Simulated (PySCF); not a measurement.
Input file for PySCF: D3(BJ) and D4 dispersion corrections on GeH4OSi (SMILES [OH][Ge][SiH3]), a point of a torsion scan.

```python
from pyscf import gto
from pyscf.dispersion import dftd3, dftd4

mol = gto.M(
    atom='''
    O     2.08908164   -0.23686651   -0.49916522
    Ge    0.96064037   -1.05812633    0.62996106
    Si    0.25553191   -2.67156687   -1.06790417
    H     2.29884712    0.69077183   -0.42428208
    H     1.28197548   -3.22726580   -1.96007417
    H    -0.44437287   -3.85189598   -0.52470441
    H    -0.73996525   -2.06786700   -1.97549762
    ''',
    basis='def2-svp',
    charge=0, spin=0, verbose=0, max_memory=1800)
d3, d4 = {}, {}
for xc in ['hf', 'pbe', 'blyp', 'revpbe', 'tpss', 'r2scan', 'b3lyp', 'pbe0', 'bhlyp', 'camb3lyp', 'b2plyp']:
    d3[xc] = float(dftd3.DFTD3Dispersion(mol, xc=xc, version='d3bj', atm=False).get_dispersion()['energy'])
    print(f'D3(BJ) {xc:10s} {d3[xc]:14.8f} Eh')
for xc in ['hf', 'pbe', 'blyp', 'revpbe', 'tpss', 'r2scan', 'b3lyp', 'pbe0', 'bhlyp', 'camb3lyp', 'b2plyp']:
    d4[xc] = float(dftd4.DFTD4Dispersion(mol, xc={'camb3lyp': 'cam-b3lyp'}.get(xc, xc), atm=True).get_dispersion()['energy'])
    print(f'D4     {xc:10s} {d4[xc]:14.8f} Eh')
```

It printed:

```
D3(BJ) hf            -0.04167732 Eh
D3(BJ) pbe           -0.00489748 Eh
D3(BJ) blyp          -0.01127548 Eh
D3(BJ) revpbe        -0.01165287 Eh
D3(BJ) tpss          -0.00643097 Eh
D3(BJ) r2scan        -0.00134672 Eh
D3(BJ) b3lyp         -0.00942235 Eh
D3(BJ) pbe0          -0.00449665 Eh
D3(BJ) bhlyp         -0.00825869 Eh
D3(BJ) camb3lyp      -0.00452239 Eh
D3(BJ) b2plyp        -0.00487014 Eh
D4     hf            -0.01686761 Eh
D4     pbe           -0.00506297 Eh
D4     blyp          -0.01096369 Eh
D4     revpbe        -0.01362412 Eh
D4     tpss          -0.00678964 Eh
D4     r2scan        -0.00113253 Eh
D4     b3lyp         -0.00830387 Eh
D4     pbe0          -0.00428783 Eh
D4     bhlyp         -0.00720841 Eh
D4     camb3lyp      -0.00442938 Eh
D4     b2plyp        -0.00349319 Eh
```

The run finished.

Cost: roughly 0.020 core-seconds.
